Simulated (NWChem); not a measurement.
Molecule: ZnH, doublet; SMILES [ZnH]

```xyz
2

Zn     0.0000     0.0000     0.0199
H      0.0000     0.0000    -1.6141
```
Atoms are numbered in this order, from 1.

Level: PBE0/def2-SVP, spin-unrestricted (NWChem), optimised geometry, unscaled harmonic frequencies. The spin multiplicity was typed, not searched, and may not be the lowest.

Q: List the harmonic frequencies with IR intensities, and the thermochemistry.

A: 
```tsv
frequency (cm⁻¹)	IR intensity (km/mol)
1490	111.1
```

- zero-point energy = 2.1 kcal/mol
- thermal correction to the enthalpy at 298.15 K (with zero-point energy) = 4.2 kcal/mol
- heat capacity Cv = 5.0 cal/(mol K)
- dipole moment = 1.08 D

Rigid rotor and harmonic oscillator.
